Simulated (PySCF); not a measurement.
# Bond length, frequency and bond energy of InC by level of theory

State: ⁴Σ⁻ (quartet), unpaired electrons σ ↑, π ↑↑. Set-up: In x2c-SVPall, C x2c-SVPall; spin-free X2C with a Gaussian nucleus (PySCF 2.14). De refers to In + C in their high-spin ground configurations, without counterpoise correction. The functionals are run spin-unrestricted. A positive dipole means In(−)C(+).

```tsv
Level	Re (Å)	ωe (cm⁻¹)	De (eV)	μ (D)	CPU s a point (SCF and correlation, without the integrals)
UHF	2.237	488	2.05	-2.54	0.095
UHF-MP2	2.218	498	2.63	n/a	0.14
UHF-SCS-MP2	2.224	493	2.37	n/a	n/a
UHF-CCSD	2.217	492	2.50	n/a	n/a
UHF-CCSD(T)	2.217	490	2.58	n/a	1.1
LDA	2.170	501	3.77	-2.25	0.27
PBE	2.217	467	3.23	-2.47	0.48
revPBE	2.233	455	3.04	-2.56	0.35
r²SCAN	2.204	488	3.13	-2.44	0.65
PBE0	2.204	488	3.00	-2.61	0.81
M06-2X	2.221	485	2.80	-2.94	0.7
LC-ωPBE	2.184	512	2.86	-2.58	0.92
```

The bond length runs from 2.170 Å (LDA) to 2.237 Å (UHF). De spans 2.05 eV (UHF, mean field) to 3.77 eV (LDA, local density). Correlation at CCSD(T) changes the Hartree–Fock bond energy by +0.53 eV; the triples alone change it by +0.08 eV.

Correlated steps freeze 19 core orbitals. Correlated levels converge slowly with the basis: in double zeta they bind strong bonds too weakly, by up to about 1 eV, and carry superposition errors of some tenths. Spin–orbit coupling is left out, which matters for elements this heavy, above all for dissociation energies. The state was picked by a PBE0 search and need not be the measured ground state.

The whole job (state search and all levels along the bond) took about 1.6 min on 1 thread of Intel Xeon 6975P-C (shared host), peak memory 0.6 GiB.
